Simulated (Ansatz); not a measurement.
A made-up structure of CH₄OZn, singlet:

```
7
angstrom
O -1.2416 -0.0449 -0.6351
C -0.1439 0.4406 0.1396
Zn 1.2205 -0.9742 0.1376
H -1.9278 0.6273 -0.6537
H -0.4551 0.6742 1.1677
H 0.2633 1.3690 -0.2853
H 0.1130 -0.3572 -0.5093
```

It is relaxed with PBE-D4/def2-SVP and then PBE0-D4/def2-TZVP (Ansatz 0.2.0). Atoms count as bonded within 1.22 times the sum of their covalent radii (H–H: 0.88 Å). The end point is not checked to be a true minimum.

Does its bonding change? (A judgement: the text doesn't fix the answer.)

By the calculation: Yes. Formed: none; broken: C2–Zn3, Zn3–H7.

Where it ends: The first stage lowers the energy by 4.91 eV in 49 steps. It ends as a complex of CH₄O ([CH3][OH]) + Zn:
```tsv
atom	x (Å)	y (Å)	z (Å)
O1	-1.1826	0.0103	0.0927
C2	-0.2090	0.7019	-0.6598
Zn3	0.4665	-2.1336	1.7092
H4	-1.4106	0.5410	0.8596
H5	0.7245	0.8445	-0.1015
H6	-0.5697	1.6787	-1.0020
H7	0.0092	0.0921	-1.5367
```

Labels in which every atom is bracketed show which atoms are joined, not bond orders.

For scale, one of the runs: PBE0-D4/def2-TZVP relaxation, 134 basis functions, launched by `ansatz run in.yaml --threads 2 --pin off --events-out ev --progress --plain --max-ram 4352MiB`. The run took about 37 s on 2 CPU threads of an Arm Neoverse V2 (shared host).
